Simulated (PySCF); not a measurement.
Dipole response of B²⁺ (boron, charge +2)

[He] 2s1, 2S determinant. Calculation: PySCF 2.14, in aug-cc-pCVTZ-DK with one added diffuse shell each of s, p, d, f type (8s7p5d3f, 75 functions); the spin-free X2C one-electron Hamiltonian (Gaussian nucleus). Coupled (time-dependent) response in atomic units; α is the mean over directions.

```
method  mean α (bohr³)  C₆ (like pair)  S(−4)
   UHF           7.912           11.12  153.6
   PBE           6.967           9.255  118.9
  PBE0           7.184           9.673  126.4
  BP86           7.100           9.549  122.6
M06-2X           5.600           6.527  81.55
```

S(−4) is the Cauchy moment in α(ω) = α(0) + S(−4) ω² + …

α(iu) at BP86:

```json
{"u (hartree)": "0", "α(iu) (bohr³)": "7.100"}
{"u (hartree)": "0.0500", "α(iu) (bohr³)": "6.807"}
{"u (hartree)": "0.100", "α(iu) (bohr³)": "6.063"}
{"u (hartree)": "0.200", "α(iu) (bohr³)": "4.256"}
{"u (hartree)": "0.300", "α(iu) (bohr³)": "2.898"}
{"u (hartree)": "0.500", "α(iu) (bohr³)": "1.520"}
{"u (hartree)": "0.750", "α(iu) (bohr³)": "0.8538"}
{"u (hartree)": "1.00", "α(iu) (bohr³)": "0.5594"}
{"u (hartree)": "1.50", "α(iu) (bohr³)": "0.3040"}
{"u (hartree)": "2.00", "α(iu) (bohr³)": "0.1953"}
{"u (hartree)": "3.00", "α(iu) (bohr³)": "0.1043"}
{"u (hartree)": "5.00", "α(iu) (bohr³)": "0.04863"}
```

A single London oscillator, α(iu) = α/(1 + u²/ω²), gives C₆ = (3/4) ω α². Matching the computed C₆ needs ω = 4 × 9.549 / (3 × 7.100²) = 0.253 hartree.

For an ion, C₆ is the dispersion term alone; charge-induced terms of lower order in 1/R come first.
